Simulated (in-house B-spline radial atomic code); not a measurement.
RPA and G0W0 on LDA exchange-only: the phosphorus ion P³⁺

Configuration [Ne] 3s2, mean-field start LDA exchange-only. Computed with an all-electron radial atomic-structure program (B-spline basis): all electrons, scalar-relativistic (spin-free one-electron X2C), finite nucleus, each spin shell either full or empty, empty states to l = 9 with an (l + 1/2)⁻⁴ tail; G0W0 by contour deformation at full frequency.

Command:
```bash
python run_gw.py task.json out
```
Settings (radii: box in bohr, nucleus in fm):
```
Z                        15
electrons                12
configuration            [Ne] 3s2
hamiltonian              x2c
method                   lda,
lmax                     9
rms_radius               3.1889
spin_polarised           False
box_radius               14.14
intervals                70
ion_configuration        [Ne] 3s1
```

Cost of the run: 3.9 s on 1 thread of Intel(R) Xeon(R) Platinum 8259CL CPU @ 2.50GHz, with other jobs on the host.

Energies (hartree):

```json
{"term": "mean-field total", "value": "-337.58761"}
{"term": "Hartree-Fock functional on these orbitals", "value": "-339.36739"}
{"term": "direct second order", "value": "-0.86381"}
{"term": "second-order exchange", "value": "0.31601"}
{"term": "SOSEX correction", "value": "0.27755"}
```

(1) What is the RPA correlation energy, and what remains with SOSEX?

Quasi-particle levels (eV):

```
level  occupied  mean field  Σx - vxc     Σc  QP weight    G0W0
   3s       yes      -44.34     -5.75      ?          ?       ?
   3p        no      -34.21      5.27  -1.75      0.930  -30.70
```

G0W0 = mean field + (Σx - vxc) + Σc, with Σc (partial-wave tail included) taken at the quasi-particle energy. Levels of low weight are left out.

(2) Where does G0W0 put 3s?

(3) What does it cost to remove one electron (to [Ne] 3s1) by differences of total energies, each species on its own start (correlation terms add to the Hartree-Fock functional)?

Results:

(1) RPA gives -0.7465 hartree (-1.69 eV per electron); RPA + SOSEX gives -0.46896, and the second-order doubles -0.5478 hartree (no singles). RPA lacks exchange-type terms and so overcorrelates at short range.

(2) At -51.88 eV, with Σc = -1.80 eV and a quasi-particle weight of 0.943. The tabulated removal energy is 51.444 eV (NIST, measured); the calculation leaves out spin-orbit coupling, Breit and QED terms, and what these don't explain is the method's own error.

(3) LDA exchange-only 49.79 eV, Hartree-Fock functional 49.77 eV, + RPA 51.97 eV, + RPA + SOSEX 51.40 eV, + second order 52.17 eV. Tabulated: 51.444 eV (NIST, measured); the calculation leaves out spin-orbit coupling, Breit and QED terms, and what these don't explain is the method's own error.
